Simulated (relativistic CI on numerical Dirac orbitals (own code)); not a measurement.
# Sensitivity of the levels of As⁷⁺ to α and to the nuclear radius

Computed by Dirac-Coulomb-Breit CI, KLI orbitals optimised for each configuration, derivatives by finite differences, unscaled Slater integrals, QED left out (own radial code, finite nucleus).

Configurations in the expansion (outside the closed core [Ne]): 3s²3p⁶3d⁸, 3s²3p⁵3d⁹, 3s²3p⁶3d⁷4s, 3s²3p⁶3d⁷4p, 3s²3p⁴3d¹⁰, 3s3p⁶3d⁹, 3s²3p⁶3d⁶4s², 3s²3p⁶3d⁷4d. Levels of other configurations are missing.

With x = (α/α₀)² − 1 an excitation energy changes as ω = ω₀ + qx; K = 2q/ω₀ is the relative enhancement. Terms are leading LS components, so labels can repeat. The field-shift factor is F = δν/δ⟨r²⟩ for the transition from the lowest level.

Lowest level 3s²3p⁶3d⁸ ³F4.

| Level | ω₀ (cm⁻¹) | q (cm⁻¹) | F (GHz/fm²) |
| --- | --- | --- | --- |
| 3s²3p⁶3d⁸ ³F3 | 4988 | 5038 | 0.0259 |
| 3s²3p⁶3d⁸ ³F2 | 7858 | 6970 | 0.0362 |
| 3s²3p⁶3d⁸ ¹D2 | 25412 | 2096 | 0.0242 |
| 3s²3p⁶3d⁸ ³P2 | 33451 | 6040 | 0.0601 |
| 3s²3p⁶3d⁸ ³P1 | 34182 | 5195 | 0.0622 |
| 3s²3p⁶3d⁸ ³P0 | 34799 | 5208 | 0.0634 |
| 3s²3p⁶3d⁸ ¹G4 | 45101 | 3797 | 0.0758 |
| 3s²3p⁶3d⁸ ¹S0 | 95627 | 5032 | 0.165 |
| 3s²3p⁶3d⁷4s ⁵F5 | 501278 | -19960 | 9.79 |
| 3s²3p⁶3d⁷4s ⁵F4 | 504579 | -16790 | 9.8 |
| 3s²3p⁶3d⁷4s ⁵F3 | 507226 | -14080 | 9.82 |
| 3s²3p⁶3d⁷4s ⁵F2 | 509099 | -12330 | 9.83 |
| 3s²3p⁶3d⁷4s ⁵F1 | 510295 | -11270 | 9.83 |

At this charge configurations can still be misplaced by up to about 7 % of their energy. Terms inside the open d or f shell come out 10 to 20 % too wide with unscaled integrals.

(1) Which transition from the lowest level has the largest |K|?

Answers

(1) 3s²3p⁶3d⁸ ³F3 at 4988 cm⁻¹, K = 2.02.
